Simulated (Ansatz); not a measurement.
Geometry optimisation, DFT r2SCAN, scalar-relativistic, plane waves, PAW (Ansatz 0.2.0).

Input:

```yaml
crystal:
  lattice:
    - [0.0, 5.43, 5.43]
    - [5.43, 0.0, 5.43]
    - [5.43, 5.43, 0.0]
  atoms:
    - { symbol: Si, position: [0.0, 0.0, 0.0] }
    - { symbol: Si, position: [0.125, 0.125, 0.125] }
    - { symbol: Si, position: [0.0, 0.0, 0.5] }
    - { symbol: Si, position: [0.125, 0.125, 0.625] }
    - { symbol: Si, position: [0.0, 0.5, 0.0] }
    - { symbol: Si, position: [0.125, 0.625, 0.125] }
    - { symbol: Si, position: [0.0, 0.5, 0.5] }
    - { symbol: Si, position: [0.125, 0.625, 0.625] }
    - { symbol: Si, position: [0.5, 0.0, 0.0] }
    - { symbol: Si, position: [0.625, 0.125, 0.125] }
    - { symbol: Si, position: [0.5, 0.0, 0.5] }
    - { symbol: Si, position: [0.625, 0.125, 0.625] }
    - { symbol: Si, position: [0.5, 0.5, 0.0] }
    - { symbol: Si, position: [0.625, 0.625, 0.125] }
    - { symbol: Si, position: [0.5, 0.5, 0.5] }
    - { symbol: Si, position: [0.625, 0.625, 0.625] }
    - { symbol: Li, position: [0.7442226, 0.2461187, 0.2579117] }
total_charge: 1
basis:
  ecutwfc: 500.0
kpoints:
  mp_grid: { grid: [2, 2, 2] }
hamiltonian:
  xc: r2scan
scf:
  occupations: { method: gaussian, width: 0.05 }
  lower_state_search: "off"
relax:
  f_tol: 0.03
  max_steps: 60
  adjacent_minimum: "off"
output:
  write_density: true
  write_potential: true
  elf: true
  volumetric_format: npy
```

Command:

```bash
$ ansatz run input.yaml --threads 2 --pin off --max-ram 5120MiB --backend cpu --events-out ev --progress --plain --runs-dir out
```

Problem. Where does it end, and by what steps?

Solution. It converged. Limits of this set-up: charged cell in a uniform background, uncorrected. After 3 steps the energy has fallen by 0.125 eV; Li17 moved furthest, 0.05 Å.

```tsv
step	energy less start (eV)	largest force component (eV/Å)	accepted
0	0.0000	0.683	yes
1	-0.1205	0.120	yes
2	-0.1250	0.038	yes
3	-0.1254	0.001	yes
```

```xyz
17
Lattice="0.0000 5.4300 5.4300 5.4300 0.0000 5.4300 5.4300 5.4300 0.0000" Properties=species:S:1:pos:R:3
Si -0.021 0.001 -0.003
Si 1.334 1.383 1.379
Si 2.716 2.737 -0.003
Si 4.082 4.064 1.363
Si 2.716 0.001 2.734
Si 4.082 1.367 4.061
Si 5.431 2.716 2.712
Si 6.780 4.064 4.061
Si 0.001 2.716 2.712
Si 1.334 4.048 4.044
Si 2.716 5.431 2.690
Si 4.099 6.814 4.044
Si 2.716 2.694 5.427
Si 4.099 4.048 6.810
Si 5.453 5.431 5.427
Si 6.780 6.797 6.793
Li 2.717 5.431 5.426
```

Whether the end is a true minimum wasn't checked by a vibrational analysis.

Run time: 66 s on 2 threads of Intel(R) Xeon(R) Platinum 8375C CPU @ 2.90GHz (Ice Lake), with other jobs on the host, peak memory 1.7 GiB.
